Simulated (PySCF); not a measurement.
In(H)(F)(OH) (FH₂InO), SMILES [OH][InH][F].

Geometry: B3LYP-D3(BJ)/def2-TZVP. The def2 effective core potentials stand for the cores of In; spin–orbit coupling is left out. One conformer was computed; it need not be the lowest.

Level of theory: TDDFT-ωB97X/def2-SVPD in PySCF.

Vertical excitations. Isolated molecule, no solvent. State labels are in the subgroup Cs.

```csv
state,symmetry,energy (eV),λ (nm),f,main pairs
S1,A",6.25,198,0.029,HOMO→LUMO+1 92 %
S2,A',6.60,188,0.012,"HOMO→LUMO 57 %, HOMO−1→LUMO+1 38 %"
S3,A",6.76,183,0.002,HOMO−1→LUMO 95 %
S4,A',7.46,166,0.207,"HOMO−1→LUMO+1 43 %, HOMO→LUMO 29 %, HOMO−4→LUMO+1 13 %"
S5,A",7.49,166,0.049,HOMO−2→LUMO 94 %
S6,A',7.70,161,0.091,"HOMO−2→LUMO+1 53 %, HOMO−4→LUMO+1 13 %, HOMO→LUMO 9 %"
S7,A",7.76,160,0.055,HOMO−3→LUMO+1 82 %
S8,A',8.11,153,0.026,"HOMO−3→LUMO 61 %, HOMO−4→LUMO+1 19 %"
S9,A",8.20,151,0.016,HOMO−4→LUMO 96 %
S10,A",8.55,145,0.005,"HOMO→LUMO+2 48 %, HOMO→LUMO+3 37 %"
T1,A",5.87,211,0,HOMO→LUMO+1 89 %
T2,A',6.00,207,0,HOMO−1→LUMO+1 84 %
T3,A',6.31,196,0,HOMO→LUMO 91 %
T4,A",6.59,188,0,HOMO−1→LUMO 91 %
```
Triplets are in the Tamm–Dancoff approximation, which puts them higher than full response would, so one can lie above its singlet here.
